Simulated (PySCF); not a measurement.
Correlation energy of Cd²⁺ (cadmium, charge +2)

[Kr] 4d9 5p1, one real determinant (an excited configuration). Computed with PySCF 2.14 in ANO-RCC-VTZP (7s6p4d2f1g, 68 functions), with the spin-free X2C one-electron Hamiltonian (Gaussian nucleus). Frozen: [Kr]; 10 electrons correlated.

| level | correlation energy (mhartree) |
| --- | --- |
| CCSD | -237.80 |
| (T) | -5.94 |
| CCSD(T) | -243.74 |

Diagnostics: T1 = 0.0083, D1 = 0.0321, largest double amplitude 0.050.

Is a single reference adequate?

Yes, within this model without spin-orbit coupling: T1 lies below 0.03 and no double amplitude reaches 0.07.

The reference is one real determinant that mixes LS terms of this configuration.
